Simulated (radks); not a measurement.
Results of a calculation; reference values are marked as such.
Charge is removed step by step from the 5s level of Nb, starting from [Kr] 4d4 5s1. Level of theory: scalar-relativistic Kohn-Sham, SCAN, spin-unpolarised, spherical densities, finite nucleus; meta-GGA in the generalised Kohn-Sham scheme; Fermi nuclear charge, rms radius 4.324 fm (a radial shooting solver on a logarithmic mesh with Libxc functionals).

removed (e)  E - E(0) (eV)  eigenvalue (eV)
0                    0.000           -3.995
0.25                 1.145           -5.183
0.5                  2.596           -6.437
0.75                 4.367           -7.742

The mean slope of the eigenvalue, de/dn, is 5.00 eV per electron.
